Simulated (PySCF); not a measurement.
C6H7F3O.
SMILES with atom numbers: `[CH2:1]=[C:2]([O:3][C:4]([F:5])([F:6])[F:7])[CH:8]1[CH2:9][CH2:10]1`

Geometry (GFN2-xTB, Å), atoms numbered from 1 in this order:
```
atom  x, y, z in Å
C1    -0.3152   -1.2531   -0.6709
C2    -0.3347   -0.1008   -0.0223
O3    -1.5079    0.5228    0.4586
C4    -2.6847   -0.0384    0.2839
F5    -3.6168    0.7397    0.8285
F6    -3.0352   -0.2098   -1.0032
F7    -2.8156   -1.2488    0.8554
C8     0.8237    0.7466    0.3224
C9     2.1474    0.1261    0.6852
C10    2.0027    0.8506   -0.6093
H11   -1.1910   -1.8310   -0.8980
H12    0.6207   -1.6597   -1.0045
H13    0.5264    1.6395    0.8551
H14    2.2154   -0.9500    0.6698
H15    2.7156    0.5877    1.4776
H16    2.4713    1.8164   -0.7181
H17    1.9709    0.2744   -1.5202
```

NICS = −σ at a ghost point: NICS(0) at the centroid of the ring atoms, NICS(1) 1 Å to either side along the normal of their mean plane, zz for the tensor component along that normal. Level: GIAO PBE0/pcSseg-1 (PySCF, non-relativistic, gas phase) on the GFN2-xTB geometry, one conformer.

Ring bond lengths (Å), with Mayer bond orders in brackets: C8–C9 1.506 (0.93), C9–C10 1.490 (0.98), C10–C8 1.506 (0.93).

Question: What do the NICS probes read (ppm)?

Answer: 
```
     ring                                            type  NICS(0)  NICS(1), two faces  NICS(1)zz, two faces  rms pucker (Å)  centre to ring atoms, mean (Å)
C8–C9–C10  3-membered carbocycle; formal bonds all single    -43.7         -8.4 / -8.5         -23.9 / -23.5            0.00                            0.87
```

Question: What can be read from them?

Answer: 
- C8–C9–C10: mean NICS(1)zz -23.7 ppm, shielded. C8, C9, C10 have four or more neighbours; no verdict on aromaticity is drawn. NICS(0) lies 35 ppm below the mean NICS(1).

Question: At the first NICS(1) probe listed for ring C8–C9–C10, 1 Å off the ring, how large is the induced field along the normal in 14.1 T applied along it?

Answer: NICSzz × B0 = -23.9 ppm × 14.1 T = -337 μT, against the applied field.

Question: How shielded are the nuclei of the rings and their hydrogens (means over atoms taken as equivalent)?

Answer: 
```csv
atoms,environment,σ isotropic (ppm),"principal values of the symmetric part, first atom (ppm)"
C8,allylic carbon,171.6,"138.4, 151.1, 225.2"
C9 (×2),three-membered-ring carbon,172.1,"138.7, 172.4, 205.3"
H13,methine hydrogen,30.36,"22.8, 29.8, 38.5"
H14 (×2),methylene hydrogen,31.20,"25.9, 29.2, 38.5"
H15 (×2),methylene hydrogen,30.68,"24.9, 26.2, 40.9"
```
